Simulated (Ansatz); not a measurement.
Problem. Predict a relaxed structure of B(NMe2Et)H3 (C₄H₁₄BN), charge 0, singlet, at PBE-D4/def2-SVP (Ansatz).

Solution. 
Cartesian coordinates in Å:
```
B 1.544 -0.296 -0.623
C 0.614 -0.183 1.741
C -0.018 1.564 0.195
C -0.966 -0.702 -0.009
C -1.481 -0.564 -1.433
N 0.256 0.111 0.328
H -0.232 0.062 2.418
H 1.505 0.410 2.013
H 0.867 -1.255 1.826
H -0.242 1.800 -0.860
H -0.868 1.866 0.843
H 0.893 2.118 0.485
H -0.681 -1.754 0.186
H -1.760 -0.426 0.722
H -2.352 -1.238 -1.559
H -0.704 -0.847 -2.167
H -1.827 0.464 -1.665
H 2.506 0.305 -0.137
H 1.296 0.087 -1.766
H 1.650 -1.523 -0.535
```
 This is one stationary point.

Another isomer (singlet) lies 1.23 eV lower at PBE0-D4/def2-TZVP; other spin states weren't run for this one.
